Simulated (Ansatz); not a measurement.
```json
{"atom": "Ge", "x (Å)": "0.0050", "y (Å)": "-0.0070", "z (Å)": "-0.0052"}
{"atom": "H", "x (Å)": "0.8799", "y (Å)": "0.8940", "z (Å)": "0.8876"}
{"atom": "H", "x (Å)": "0.8883", "y (Å)": "-0.8959", "z (Å)": "-0.8821"}
{"atom": "H", "x (Å)": "-0.8958", "y (Å)": "0.8858", "z (Å)": "-0.8928"}
{"atom": "H", "x (Å)": "-0.8810", "y (Å)": "-0.8824", "z (Å)": "0.8932"}
```

Basis set: def2-TZVP (spherical functions). Left uncorrelated: 9 orbitals. Charge 0, multiplicity 1.

Computed with Ansatz (development build ahead of 0.2.0); each method stands on the lowest determinant of its kind that the runs found. Restricted open shells among the atoms or ions are ROHF, correlated in semicanonical orbitals with singles.

The atomization energy at this shape (free ground-state atoms in the same class of orbitals less the molecule, no zero-point energy) of singlet GeH₄:

```json
{"method": "RHF-MP2", "atomization energy": "276.70 kcal/mol"}
```

Question: What does RHF give?

Answer: 226.97 kcal/mol.
